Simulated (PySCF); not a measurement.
Species: C6H9FO.
Structure used (GFN2-xTB), in Å, numbered top down from 1:
```xyz
17
C6H9FO angstrom
C      2.813    0.013   -0.588
C      1.762    0.118    0.200
C      0.380   -0.343   -0.161
F      0.447   -1.182   -1.281
C     -0.595    0.810   -0.513
C     -1.824    0.527    0.359
C     -1.595   -0.926    0.786
O     -0.184   -1.055    0.880
H      2.743   -0.443   -1.561
H      3.781    0.373   -0.285
H      1.814    0.559    1.184
H     -0.826    0.756   -1.576
H     -0.143    1.776   -0.301
H     -2.759    0.651   -0.180
H     -1.830    1.177    1.234
H     -2.009   -1.175    1.763
H     -1.982   -1.623    0.032
```

Method: PySCF, TDDFT PBE0/def2-SVPD, vertical, gas phase, core orbitals frozen in the response.

Transition dipole moments from the ground state, in atomic units and in the frame of the coordinates above (overall signs are arbitrary), for the states with f of 0.002 or more among the lowest 6:

```json
{"state": "S1", "E (eV)": "7.132", "μx": "0.186", "μy": "0.002", "μz": "-0.008"}
{"state": "S2", "E (eV)": "7.454", "μx": "-0.725", "μy": "-0.260", "μz": "0.426"}
{"state": "S3", "E (eV)": "7.558", "μx": "0.955", "μy": "-0.281", "μz": "-0.275"}
{"state": "S4", "E (eV)": "7.829", "μx": "0.258", "μy": "0.049", "μz": "-0.107"}
{"state": "S5", "E (eV)": "7.905", "μx": "-0.587", "μy": "-0.078", "μz": "0.391"}
{"state": "S6", "E (eV)": "8.044", "μx": "0.611", "μy": "-0.269", "μz": "-0.129"}
```

Problem. What oscillator strength does each state have?

Solution. f = (2/3) ΔE |μ|² with ΔE in hartree (27.2114 eV).

```tsv
state	|μ|² (au)	|μ| (D)	f
S1	0.035	0.47	0.006
S2	0.775	2.24	0.142
S3	1.066	2.62	0.197
S4	0.081	0.72	0.015
S5	0.504	1.80	0.098
S6	0.462	1.73	0.091
```

Problem. What angle do the transition dipoles of S4 and S6 make?

Solution. |cos θ| = |μa·μb| / (|μa| |μb|) = 0.82, so θ ≈ 35° (taken between 0 and 90°, since the signs are arbitrary).

Problem. What peak molar absorption coefficient would the strongest computed level give as a lone Gaussian band 0.5 eV wide at half height?

Solution. ε(max) = 2.175×10⁸ f / FWHM, with the width in cm⁻¹. S3: 2.175×10⁸ × 0.1974 / 4033 ≈ 11000 L mol⁻¹ cm⁻¹.

The run took 51 s wall on Arm Neoverse V2, one thread, shared host with 192 logical CPUs at a one-minute load of 171, and the process peaked at 0.92 GiB of memory.

One conformer stands for the species.
